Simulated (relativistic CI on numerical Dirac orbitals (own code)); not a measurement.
Calculated at this level of theory: Dirac-Coulomb-Breit CI, KLI orbitals optimised for each configuration, model QED, valence Slater integrals scaled by 0.85, P86 correlation energy added to each configuration (own radial code, finite nucleus).

Configuration list (outside the closed core [Kr] 4d10 5s2): 4f14 5p6, 4f13 5p6 5d, 4f13 5p6 6s, 4f13 5p6 6p, 4f14 5p5 5d, 4f13 5p6 5f, 4f13 5p6 6d, 4f13 5p6 7s, 4f14 5p5 5f, 4f13 5p6 7p, 4f14 5p5 5g, 4f13 5p6 5g, 4f14 5p5 6s, 4f13 5p6 7d, 4f13 5p6 8s, 4f13 5p6 6f, 4f13 5p6 8p, 4f14 5p5 6p, 4f14 5p5 6d, 4f14 5p5 7s. Double excitations out of closed p, d and f shells are left out; levels of such configurations are missing from the list, as are those of other unlisted configurations, and high levels can miss mixing partners.

For a near-neutral ion this model can misplace configurations by up to about 10,000 cm⁻¹ (more where the count of f electrons changes) and terms by 10 to 25 % of their spread. Rates follow the energies as ν³ (E1, M1) or ν⁵ (E2), so they and the lifetimes can be off by large factors. The fine structure of a lone outer electron comes out too small, for d and f at times inverted, and misplaced configurations move strength between like terms. 36 of the 47 excited levels that our extract of the measured tables holds in this range could be paired (the sources list more); they are missed by 17003 cm⁻¹ on average and 19171 at most, and levels without a partner can miss by more.

Outline of the computed level scheme of Lu IV. Lowest level of each configuration: 4f14 5p6 1S_0 at 0.0000 eV; 4f13 5p6 5d 3P°_2 at 9.0120 eV; 4f13 5p6 6s 3F°_4 at 12.7858 eV; 4f13 5p6 6p 3D_3 at 18.4762 eV; 4f13 5p6 6d 3P°_2 at 26.9006 eV; 4f13 5p6 7s 3F°_4 at 27.1283 eV.

Some strong electric-dipole decays among the lowest 45 levels: 4f13 5p6 6d 3P°_2 → 4f13 5p6 6p 3D_3 (2.0e+09 s⁻¹); 4f13 5p6 6d 3H°_5 → 4f13 5p6 6p 3G_4 (2.0e+09 s⁻¹); 4f13 5p6 6d 3H°_6 → 4f13 5p6 6p 3G_5 (2.0e+09 s⁻¹); 4f13 5p6 6d 3D°_3 → 4f13 5p6 6p 3D_3 (1.5e+09 s⁻¹); 4f13 5p6 6d 1D°_2 → 4f13 5p6 6p 3D_2 (1.3e+09 s⁻¹); 4f13 5p6 6d 3F°_4 → 4f13 5p6 6p 3G_4 (1.2e+09 s⁻¹); 4f13 5p6 6p 3G_5 → 4f13 5p6 5d 3H°_6 (9.7e+08 s⁻¹); 4f13 5p6 6p 3G_4 → 4f13 5p6 5d 1H°_5 (9.6e+08 s⁻¹).

Rates of lines that live on the mixing of spin multiplicities can be off by large factors.

LS names give the leading component of a level, which can be under half, so a name can repeat, a term be missing and a line seem to break the LS rules.
